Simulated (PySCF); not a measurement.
Delta-SCF ions had no search for a lower state. Excitations are Tamm–Dancoff values on a coarser integration grid. The basis has no diffuse functions, so Rydberg states are missing or too high.

Cartesian coordinates (Å):
SMILES: C[C@H]([C@@H](C)[SiH3])C(F)(F)F
```xyz
20

C     -1.2355     1.6647    -0.2394
C     -0.9066     0.2371     0.2136
C      0.5822     0.0658     0.6040
C      0.8490    -1.1456     1.5155
Si     1.8801     0.1090    -0.8029
C     -1.3927    -0.7579    -0.8301
F     -1.1806    -2.0362    -0.4675
F     -0.7757    -0.5791    -2.0198
F     -2.7133    -0.6298    -1.0526
H     -0.9764     2.3780     0.5565
H     -2.3060     1.7731    -0.4631
H     -0.6681     1.9378    -1.1410
H     -1.5145     0.0089     1.1074
H      0.8210     0.9707     1.1914
H      0.7135    -2.0992     0.9866
H      0.1650    -1.1469     2.3814
H      1.8780    -1.1222     1.9078
H      3.2039     0.3307    -0.1477
H      1.9316    -1.1843    -1.5388
H      1.6451     1.2254    -1.7614
```
Charge 0, multiplicity 1.

Predict the dipole moment, vertical ionisation energy (Delta-SCF), brightest of the four lowest singlets (TDA), LUMO and S1–T1 gap (TDA) from M06-2X/def2-TZVP // B3LYP-D3(BJ)/def2-SVP (PySCF).


```yaml
dipole_moment: 2.48 D
vertical ionisation energy (Delta-SCF): 10.60 eV
brightest of the four lowest singlets (TDA): 8.92 eV
LUMO: 1.28 eV
S1–T1 gap (TDA): 0.53 eV
```
